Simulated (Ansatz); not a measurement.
One change: `Cc1ccc(S(C)(=O)=O)cc1` becomes `Cc1ccc(F)cc1`.

Ansatz, PBE0-D4/def2-TZVP geometries, multiplicity 1. Each molecule was computed in one conformer, which needn't be the lowest.

```tsv
property	`Cc1ccc(S(C)(=O)=O)cc1`
LUMO energy (B3LYP/def2-TZVPP) / eV	-1.36
size of the dipole moment (B3LYP/def2-TZVPP) / D	5.33
HOMO–LUMO gap (ωB97M-V/def2-TZVPP) / eV	10.54
LUMO energy (ωB97M-V/def2-TZVPP) / eV	0.79
HOMO–LUMO gap (B3LYP/def2-TZVPP) / eV	6.10
HOMO energy (ωB97M-V/def2-TZVPP) / eV	-9.75
```

Problem. Give the same properties after the change, and the shifts. (Estimate.)

Solution. Computed: 
```tsv
property	`Cc1ccc(F)cc1`	shift
LUMO energy (B3LYP/def2-TZVPP) / eV	-0.66	0.70
size of the dipole moment (B3LYP/def2-TZVPP) / D	1.86	-3.47
HOMO–LUMO gap (ωB97M-V/def2-TZVPP) / eV	10.48	-0.06
LUMO energy (ωB97M-V/def2-TZVPP) / eV	1.53	0.74
HOMO–LUMO gap (B3LYP/def2-TZVPP) / eV	6.02	-0.08
HOMO energy (ωB97M-V/def2-TZVPP) / eV	-8.95	0.80
```

With PBE0 the HOMO rises by 0.79 eV and the LUMO rises by 0.72 eV, so the gap narrows by about 0.07 eV. PBE moves the HOMO by 0.76 eV and ωB97M-V by 0.80 eV. Dipoles are sizes alone; their direction can turn.

B3LYP here is the variant with VWN-RPA as its local correlation; programs differ in this.
